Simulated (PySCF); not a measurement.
# How methods differ on the excitation energy of Ga⁺

Ga⁺ [Ar] 3d10 4s2 (1S) → Ga⁺ [Ar] 3d9 4s2 5s1 (3D), as a difference of total energies. Computed with PySCF 2.14 in aug-cc-pVDZ-DK, with the spin-free X2C one-electron Hamiltonian (Gaussian nucleus). The calculations carry no spin-orbit coupling.

| method | excitation energy (eV) |
| --- | --- |
| UHF | 28.932 |
| LDA | 31.278 |
| PBE | 30.762 |
| PBE0 | 30.587 |
| r2SCAN | 30.972 |
| M06-2X | 30.258 |
| MN15 | 31.549 |
| r2SCANh | 30.874 |
| BLYP | 30.680 |

A first-order spin-orbit estimate (lowest level to lowest level, LS coupling) adds -0.163 eV.

The upper state lies above the first ionisation limit, where it may autoionise and the basis confines it. A Rydberg-like electron needs more diffuse functions than a valence basis has.

The promoted electron is Rydberg-like, and one or two diffuse shells describe it only roughly, which tends to raise the upper state.
